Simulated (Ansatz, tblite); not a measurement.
Cost and result up the ladder for Mo(NH)2(OH)2 (MoN2O2H4) (9 atoms). Total charge 0; singlet. Geometry: B3LYP-D4/def2-SVP.

Cartesian coordinates in Å:
```
Mo -0.0929 -0.0672 0.0047
N 1.5363 -0.6482 0.1392
H 2.5521 -0.5783 0.1585
N -0.1419 1.6537 -0.2091
H 0.2407 2.5932 -0.2987
O -1.0356 -0.4643 1.6063
H -0.7174 -1.1641 2.1924
O -0.8697 -0.9103 -1.5110
H -1.4715 -0.4145 -2.0823
```

Ansatz on 4 threads of Arm Neoverse V1 on a shared host; xTB runs through tblite on one thread. Times are rough, summed over both states, and most runs start from the orbitals of an earlier one. No level here is sound enough to serve as a yardstick. The other state is a doublet.

In the def2 sets Mo takes a core potential; there is no spin–orbit coupling. The xTB rows come from tblite.

Raw xTB energies of ions are shifted by several eV.

```
                          level  functions  wall time
                       GFN2-xTB         29    0.009 s
                       GFN1-xTB         33    0.011 s
               PBE-D4/def2-TZVP        188      5.4 s
            r2SCAN-D4/def2-TZVP        188       12 s
PBE0-D4/def2-TZVP (with forces)        188       14 s
```

Problem. Estimate what each level gives for the vertical IE (eV).

Solution. 
| level | vertical IE (eV) | remarks |
| --- | --- | --- |
| GFN2-xTB | 13.70 | – |
| GFN1-xTB | 14.30 | – |
| PBE-D4/def2-TZVP | 9.35 | – |
| r2SCAN-D4/def2-TZVP | 9.44 | restricted SCF unstable in HF (singlet) |
| PBE0-D4/def2-TZVP (with forces) | 9.63 | restricted SCF unstable in HF (singlet), spin-contaminated (⟨S²⟩ 0.83) (+1 doublet) |
